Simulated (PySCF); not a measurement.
Species: C6H4O.
Bonds: C1–C2 (triple), C2–C3, C3–C4 (aromatic), C4–C5 (aromatic), C5–C6 (aromatic), C6–O7 (aromatic), C3–O7 (aromatic). Hydrogens: H8 on C1; H9 on C4; H10 on C5; H11 on C6.

Definitions: NICS(0) = −σiso at the ring centroid; NICS(1) = −σiso and NICS(1)zz = −σzz at ±1 Å along the ring normal z. Level: GIAO PBE0/pcSseg-1 (PySCF, non-relativistic, gas phase) on the GFN2-xTB geometry, one conformer.

Ring bond lengths (Å), with Mayer bond orders in brackets: C3–C4 1.373 (1.50), C4–C5 1.412 (1.29), C5–C6 1.362 (1.59), C6–O7 1.339 (1.11), O7–C3 1.354 (1.04).

Q: What do the NICS probes read (ppm)?

A: 
```csv
ring,type,NICS(0),"NICS(1), two faces","NICS(1)zz, two faces",rms pucker (Å),"centre to ring atoms, mean (Å)"
C3–C4–C5–C6–O7,5-membered ring with O; formal bonds all aromatic,-12.3,-10.5 / -10.5,-26.4 / -26.3,0.00,1.16
```

Q: What can be read from them?

A: 
- C3–C4–C5–C6–O7: mean NICS(1)zz -26.3 ppm, shielded. The ring is flat and has no four-coordinate atom; by the NICS criterion it is aromatic.

Q: And the bond-length index? HOMA = 1 − mean of α(R − Ropt)² over the ring bonds, with Krygowski's 1993 parameters (CC: Ropt 1.388 Å, α 257.7 Å⁻²; CO: Ropt 1.265 Å, α 157.38 Å⁻²).

A: 
- C3–C4–C5–C6–O7: HOMA 0.50; the largest term is that of O7–C3, α(R − Ropt)² = 1.24.

On an Arm Neoverse V1 with one thread, shared host, this took 12 s. This is the whole shielding run at PBE0/pcSseg-1, SCF included.
